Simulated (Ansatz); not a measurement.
Z-matrix (Å, degrees):
```
B
F 1 1.3316
Si 1 2.0427 2 118.81
H 3 1.4835 1 113.73 2 -17.96
H 3 1.4847 4 109.27 1 122.89
H 3 1.4873 4 108.82 5 117.12
Si 1 2.0431 2 118.64 3 -179.88
H 7 1.4835 1 113.53 2 -21.12
H 7 1.4845 8 109.27 1 123.01
H 7 1.4873 8 108.76 9 117.16
```
Charge 0, spin multiplicity 1.

The numbers are results of frozen-core CCSD(T)/cc-pVTZ // B3LYP-D3(BJ)/def2-TZVP run with Ansatz (a program for electronic structure), not measurements.

The HF energy is -705.57192 Ha and the MP2 correlation energy is -0.59999 Ha.

**Question.** Estimate the CCSD correlation energy, the (T) correction, the total energy and the T1 diagnostic.

**Answer.** 
* **CCSD correlation energy**: -0.65586 Ha
* **(T) correction**: -0.02154 Ha
* **CCSD(T) total energy**: -706.24933 Ha
* **T1 diagnostic**: 0.015
